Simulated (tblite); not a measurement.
Species: C8H16N2.
Structure used (GFN2-xTB), in Å, numbered top down from 1:
```
atom  x, y, z in Å
C1    -3.871   -0.826    0.543
C2    -2.723    0.012   -0.011
C3    -1.490   -0.837   -0.215
N4    -0.271   -0.569   -0.419
N5     0.344    0.599   -0.580
C6    -0.221    1.889   -0.231
C7     1.782    0.507   -0.462
C8     2.443   -0.778   -0.983
C9     3.300   -0.834    0.290
C10    2.386    0.217    0.933
H11   -4.115   -1.639   -0.138
H12   -4.761   -0.214    0.678
H13   -3.599   -1.255    1.505
H14   -3.029    0.443   -0.971
H15   -2.522    0.835    0.676
H16   -1.681   -1.906   -0.211
H17   -1.191    2.010   -0.707
H18   -0.326    2.019    0.853
H19    0.444    2.666   -0.607
H20    2.210    1.404   -0.915
H21    1.719   -1.586   -1.038
H22    2.972   -0.692   -1.929
H23    4.312   -0.466    0.131
H24    3.348   -1.796    0.793
H25    2.872    1.049    1.438
H26    1.646   -0.229    1.594
```

Method: GFN2-xTB as coded in tblite; computed harmonic values from a numerical Hessian at the method's own geometry, unscaled. This tight-binding method is rough: wavenumbers can miss measured ones by several per cent, in bad cases by 10 to 20. One conformer, not necessarily the lowest.

Harmonic wavenumbers (cm⁻¹): 40.6, 47.0, 74.9, 95.1, 138.7, 164.2, 208.0, 232.6, 241.0, 314.4, 352.0, 413.9, 464.4, 493.5, 625.3, 730.2, 763.4, 790.5, 812.2, 840.3, 858.9, 923.9, 967.1, 987.1, 1030.3, 1032.7, 1057.7, 1061.2, 1075.1, 1086.7, 1091.1, 1109.8, 1123.2, 1182.0, 1184.9, 1202.8, 1227.7, 1240.8, 1246.3, 1248.9, 1258.7, 1266.1, 1306.1, 1335.0, 1381.4, 1405.7, 1415.3, 1456.0, 1463.9, 1465.4, 1487.4, 1489.8, 1496.9, 1506.0, 1508.7, 1732.6, 2904.8, 2918.8, 2942.2, 2979.0, 2997.6, 3007.6, 3010.1, 3011.5, 3015.7, 3020.5, 3023.3, 3025.2, 3028.6, 3035.3, 3039.1, 3048.1.

A = 2920, B = 640.4, C = 588.1 MHz; mass 140.131 u (most abundant isotopes); point group C1, symmetry number 1.

Question: What is the zero-point energy?

Answer: ½Σν̃ = 50381 cm⁻¹ = 144.05 kcal/mol.

Question: What is S at 298.15 K and 1 bar for an ideal gas of classical rigid rotors and harmonic oscillators?

Answer: Translation 40.75, rotation 30.06, vibration 36.79: S = 107.6 cal/(mol K).

Question: And Cp and H(298.15 K) − H(0)?

Answer: Cp = 44.14 cal/(mol K), of which vibrations give 36.20 (their classical limit is 72 R = 143.1); H(298.15 K) − H(0) = 7.91 kcal/mol without the zero-point energy, 5.54 from vibrations.

Question: How do the functions run with temperature in this model?

Answer: 
```json
{"T (K)": "100", "S (cal/(mol K))": "74.3", "Cp (cal/(mol K))": "21.8", "H − H(0) (kcal/mol)": "1.50", "G − H(0) (kcal/mol)": "-5.94", "ln q(vib)": "2.62"}
{"T (K)": "200", "S (cal/(mol K))": "92.6", "Cp (cal/(mol K))": "32.1", "H − H(0) (kcal/mol)": "4.19", "G − H(0) (kcal/mol)": "-14.33", "ln q(vib)": "6.03"}
{"T (K)": "300", "S (cal/(mol K))": "107.9", "Cp (cal/(mol K))": "44.4", "H − H(0) (kcal/mol)": "7.99", "G − H(0) (kcal/mol)": "-24.37", "ln q(vib)": "9.22"}
{"T (K)": "500", "S (cal/(mol K))": "136.8", "Cp (cal/(mol K))": "70.5", "H − H(0) (kcal/mol)": "19.56", "G − H(0) (kcal/mol)": "-48.86", "ln q(vib)": "15.48"}
{"T (K)": "800", "S (cal/(mol K))": "176.4", "Cp (cal/(mol K))": "97.4", "H − H(0) (kcal/mol)": "45.10", "G − H(0) (kcal/mol)": "-95.99", "ln q(vib)": "24.80"}
{"T (K)": "1000", "S (cal/(mol K))": "199.4", "Cp (cal/(mol K))": "109.3", "H − H(0) (kcal/mol)": "65.83", "G − H(0) (kcal/mol)": "-133.62", "ln q(vib)": "30.76"}
```

q(vib) and H(0) count from the zero-point level.

Question: Blend soft modes into free rotors: weight 1/[1 + (100 cm⁻¹/ν̃)⁴] for the oscillator and the rest for a rotor with moment μB/(μ + B), μ = h/(8π²ν), B = 10⁻⁴⁴ kg m². What vibrational entropy results?

Answer: 33.00 cal/(mol K) in place of 36.79, which changes −T·S at 298.15 K by +1.13 kcal/mol.

Question: Which modes carry the vibrational entropy at 298.15 K?

Answer: 40.6 cm⁻¹: 5.23; 47.0 cm⁻¹: 4.94; 74.9 cm⁻¹: 4.02; 95.1 cm⁻¹: 3.55; 138.7 cm⁻¹: 2.82; 164.2 cm⁻¹: 2.50 cal/(mol K); the other 66 give 13.73 together.

Hindered rotation and anharmonicity are outside this model. Other conformers, if any are populated, would add a mixing term that is left out. The structure is chiral; the term R ln 2 for an equal mix with its mirror image is left out.
